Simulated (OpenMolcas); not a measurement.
**Ag2+ in cubic eightfold coordination: ligands and hosts compared**

```
Program             : OpenMolcas 26.06
Method              : SS-CASPT2, IPEA 0.25 Eh, imaginary shift 0.1 Eh
Active space        : 9 electrons in 5 orbitals (4d)
Spin-orbit coupling : state interaction with AMFI integrals over the reference wave functions
```

Distances were set from a Shannon-type radius of the metal (high-spin where two are listed) plus a fixed donor radius (F 1.31 Å), in hosts weighted 0.65 to 0.35 with the host's distance in the model lattice. Anionic complexes are neutralised by point charges, and hosts are embedded clusters. Ligand basis ANO-RCC-VDZP. States (labels of O, the rotations of Oh). Energies in cm-1 above the lowest state or level, χT in cm3 K/mol; under a threefold ground state the first gap can be a small split of the lowest multiplet, not the spin-orbit step; 10Dq is the gap between the two states; 10Dq is negative for this site.

```
Ligand or host  R (Å)   Metal basis  Ground state  First state of that spin   10Dq  First gap with spin-orbit (degeneracies)  χT at 300 K
          BaF2  2.487  ANO-RCC-VTZP           2T2                   2E 4840  -4844                               1690 (2, 4)        0.620
          SrF2  2.425  ANO-RCC-VTZP           2T2                   2E 5840  -5841                               1830 (2, 4)        0.584
          CaF2  2.375  ANO-RCC-VTZP           2T2                   2E 7200  -7200                               1960 (2, 4)        0.551
```

|10Dq| rises in the order BaF2 < SrF2 < CaF2, by a factor of 1.49 from first to last.

Roots that are degenerate in the reference are averaged as groups; the widest CASPT2 spread within a group is 130 cm-1 (the 3-fold group of multiplicity 2 near 0 cm-1 above the lowest state of its run, BaF2). Shifts and gaps below about the spread of the groups concerned are not significant. Over all roots computed the reference weight is 0.67 in BaF2, 0.68 in SrF2, 0.69 in CaF2; a low but even weight reflects the number of correlated electrons. An orbital triplet at a regular site is open to Jahn-Teller coupling, which can distort the site and quench the lowest spin-orbit gaps and is left out. Ligand-to-metal charge-transfer states are missing. With one d shell and no ligand orbital active, 10Dq can be off by a tenth or more. Free-ion shares, where given, are those of the reference states; single-state CASPT2 does not remix them. No measured value stands beside these numbers; the geometry was set by hand and not optimised.
